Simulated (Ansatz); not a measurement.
[SiBr3]- (SiBr3⁻). Charge -1, multiplicity 1. Geometry PBE-D4/def2-SVPD, basis def2-TZVPD, Ansatz.

```tsv
run	HOMO (eV)	LUMO (eV)
A	-1.47	2.20
B	-2.37	3.22
C	-1.47	2.70
D	-4.21	3.48
E	-2.26	2.99
```

**Question.** The runs used LDA (SPW92), PBE0, r2SCAN, r2SCAN0, ωB97M-V. Estimate which is which.

**Answer.** A LDA (SPW92) (0 % exact exchange); B r2SCAN0 (25 % exact exchange); C r2SCAN (0 % exact exchange); D ωB97M-V (range-separated); E PBE0 (25 % exact exchange). Exact exchange lowers occupied and raises empty levels; among semilocal functionals meta-GGAs tend to open the gap a little, and such runs are hard to tell apart. The gap grows from 3.68 eV (LDA (SPW92)) to 7.69 eV (ωB97M-V).
